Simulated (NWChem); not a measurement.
System: thionyl fluoride (SOF2); SMILES O=S(F)F

Input file for NWChem:

```
start job
memory heap 200 mb stack 900 mb global 1100 mb
geometry units angstroms noautosym nocenter noautoz
  O      0.005986    -1.371071    -0.389891
  S      0.000753    -0.172811     0.403403
  F      1.165575     0.780066    -0.186427
  F     -1.172333     0.769866    -0.186440
end
basis spherical
  O library def2-tzvp
  S library def2-tzvp
  F library def2-tzvp
end
dft
  xc pbe0
  iterations 150
end
tddft
  cis
  ecut -17.5
  nroots 6
  notriplet
end
task tddft energy
```

All runs use the structure optimised with PBE0/def2-SVP.

Core excitations by TDA in a window of 1s orbitals, non-relativistic and unshifted: absolute energies depend strongly on the exact-exchange share.

Question: Predict the main results of this run. (PBE0/def2-TZVP, restricted-window TDA.) Quantities: first 1s excitation (eV); dipole oscillator strength of the first; first state with f > 0.002 (eV); dipole oscillator strength of that state.

Answer: The first 1s excitation (eV) comes out as 520.0 and the dipole oscillator strength of the first is 0.0240. The first state with f > 0.002 (eV) is 520.0 and the dipole oscillator strength of that state is 0.0240.
